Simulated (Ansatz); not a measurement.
One change: `[NH2][SbH][NH2]` becomes `[NH2][SbH][SiH3]`.

Ansatz, PBE0-D4/def2-TZVP geometries, multiplicity 1. Each molecule was computed in one conformer, which needn't be the lowest.

Elements past krypton have def2 core potentials.

| property | `[NH2][SbH][NH2]` |
| --- | --- |
| size of the dipole moment (PBE/def2-TZVPP) / D | 1.01 |
| HOMO energy (ωB97M-V/def2-TZVPP) / eV | -8.86 |
| HOMO–LUMO gap (B3LYP/def2-TZVPP) / eV | 5.83 |
| size of the dipole moment (B3LYP/def2-TZVPP) / D | 1.20 |
| HOMO–LUMO gap (PBE/def2-TZVPP) / eV | 4.35 |
| LUMO energy (PBE/def2-TZVPP) / eV | -1.15 |

Problem. What does the change do to each property? (An estimate is asked.)

Solution. Computed: 
```
                                        property  `[NH2][SbH][SiH3]`  shift
  size of the dipole moment (PBE/def2-TZVPP) / D                0.90  -0.11
           HOMO energy (ωB97M-V/def2-TZVPP) / eV               -8.90  -0.04
           HOMO–LUMO gap (B3LYP/def2-TZVPP) / eV                5.57  -0.26
size of the dipole moment (B3LYP/def2-TZVPP) / D                0.97  -0.23
             HOMO–LUMO gap (PBE/def2-TZVPP) / eV                4.09  -0.26
               LUMO energy (PBE/def2-TZVPP) / eV               -1.69  -0.54
```

With PBE0 the HOMO falls by 0.22 eV and the LUMO falls by 0.50 eV, so the gap narrows by about 0.28 eV. PBE moves the HOMO by -0.28 eV and ωB97M-V by -0.04 eV. The zero-point energy changes by -1.9 kJ/mol with +3 modes. Dipoles are sizes alone; their direction can turn.

B3LYP here is the variant with VWN-RPA as its local correlation; programs differ in this.

Spin–orbit coupling is left out; it splits and shifts lone-pair levels of the heavy atoms by tenths of an eV.
